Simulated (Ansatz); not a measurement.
Mulliken charges of CHFS$_{2}$Si, SMILES `F[SiH]1SC1=S` from ωB97M-V/def2-TZVPP in Ansatz (PBE0-D4/def2-TZVP geometry).

```
atom   x (Å)   y (Å)   z (Å)  charge (e)
  F1  -0.923  -1.130   1.487      -0.282
 Si2   0.078  -0.146   0.754       0.554
  S3   1.216  -0.858  -0.851      -0.053
  C4  -0.157   0.302  -0.987      -0.093
  S5  -0.855   1.039  -2.219      -0.123
  H6   0.683   0.728   1.771      -0.003
```

Question: By hand: the dipole of these point charges (1 e Å = 4.8032 D).

Answer: Σ q r = (0.357, 0.125, 0.403) e Å, of length 0.553 e Å = 2.66 D.

Question: How does the dipole of the full density compare? (Estimate.)

Answer: Computed: (0.231, 0.014, 0.418) e Å, 2.29 D; the point charges give 1.16 times that, at 17° from its direction.

Point charges leave out the atoms' own dipoles, such as those of lone pairs, and Mulliken's split depends on the basis, so the two needn't agree.
